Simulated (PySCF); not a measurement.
# SMILES C/C(=N/CCC)C#N, C$_{6}$H$_{10}$N$_{2}$

Molfile (atoms numbered from 1):
```
C6H10N2
     RDKit          3D

 18 17  0  0  0  0  0  0  0  0999 V2000
    2.8483   -0.1131   -0.0165 C   0  0  0  0  0  0  0  0  0  0  0  0
    1.4713   -0.5824   -0.4533 C   0  0  0  0  0  0  0  0  0  0  0  0
    0.4496    0.5498   -0.4783 C   0  0  0  0  0  0  0  0  0  0  0  0
   -0.8014    0.0875   -1.0133 N   0  0  0  0  0  0  0  0  0  0  0  0
   -1.8666    0.1056   -0.3225 C   0  0  0  0  0  0  0  0  0  0  0  0
   -3.1698   -0.3921   -0.8666 C   0  0  0  0  0  0  0  0  0  0  0  0
   -1.9101    0.6085    1.0479 C   0  0  0  0  0  0  0  0  0  0  0  0
   -1.9688    0.9969    2.1383 N   0  0  0  0  0  0  0  0  0  0  0  0
    2.8226    0.3289    0.9922 H   0  0  0  0  0  0  0  0  0  0  0  0
    3.2483    0.6505   -0.7028 H   0  0  0  0  0  0  0  0  0  0  0  0
    3.5645   -0.9476    0.0055 H   0  0  0  0  0  0  0  0  0  0  0  0
    1.1053   -1.3702    0.2268 H   0  0  0  0  0  0  0  0  0  0  0  0
    1.5128   -1.0368   -1.4565 H   0  0  0  0  0  0  0  0  0  0  0  0
    0.8175    1.3421   -1.1541 H   0  0  0  0  0  0  0  0  0  0  0  0
    0.3558    0.9963    0.5317 H   0  0  0  0  0  0  0  0  0  0  0  0
   -3.5611   -1.2143   -0.2471 H   0  0  0  0  0  0  0  0  0  0  0  0
   -3.0126   -0.7442   -1.8934 H   0  0  0  0  0  0  0  0  0  0  0  0
   -3.9249    0.4096   -0.8598 H   0  0  0  0  0  0  0  0  0  0  0  0
  1  2  1  0
  2  3  1  0
  3  4  1  0
  4  5  2  0
  5  6  1  0
  5  7  1  0
  7  8  3  0
  1  9  1  0
  1 10  1  0
  1 11  1  0
  2 12  1  0
  2 13  1  0
  3 14  1  0
  3 15  1  0
  6 16  1  0
  6 17  1  0
  6 18  1  0
M  END
```

Method used: quadratic response PBE0/def2-SVPD first hyperpolarisability, Taylor convention, gas phase (PySCF 2.14.0). Geometry: PBE0-D3(BJ)/def2-SVP.

**Question.** Give the tensor of the static β(0;0,0) in the axes of these coordinates.

**Answer.** In au, Taylor convention; rows are the first index (the induced dipole):
|  | xx | yy | zz | xy | xz | yz |
| --- | --- | --- | --- | --- | --- | --- |
| x | +112.9 | -16.4 | -0.4 | -28.0 | -38.9 | -4.1 |
| y | -28.0 | +14.6 | +0.1 | -16.4 | -4.1 | +11.9 |
| z | -38.9 | +11.9 | +21.0 | -4.1 | -0.4 | +0.1 |

Norm of βᵢ = ⅓ Σⱼ (βᵢⱼⱼ + βⱼᵢⱼ + βⱼⱼᵢ): 97.2 au, hyper-Rayleigh value 52.7 au.
